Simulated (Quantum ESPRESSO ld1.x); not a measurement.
Values are calculated unless marked as measured or tabulated.
Question: Species: the zinc ion Zn+. Configuration: [Ar] 3d10 4s1 (the NIST ground configuration). Code: ld1.x of Quantum ESPRESSO 7.5. Model: scalar-relativistic Kohn-Sham, PBEsol, spin-unpolarised, spherical densities, point nucleus. Some entries of the table are withheld. Estimate them.

| orbital | occ. | eigenvalue (eV) | <1/r> (bohr^-1) |
|---|---|---|---|
| 1s | 2 | -9526.95 | 30.21 |
| 2s | 2 | (1) | 6.581 |
| 2p | 6 | (2) | (3) |
| 3s | 2 | (4) | 2.087 |
| 3p | 6 | -92.9427 | 1.933 |
| 3d | 10 | (5) | 1.519 |
| 4s | 1 | -13.9852 | 0.5429 |

Answer: 
(1) 2s eigenvalue (eV): -1166.78
(2) 2p eigenvalue (eV): -1012.99
(3) 2p <1/r> (bohr^-1): 6.459
(4) 3s eigenvalue (eV): -138.595
(5) 3d eigenvalue (eV): -19.7924
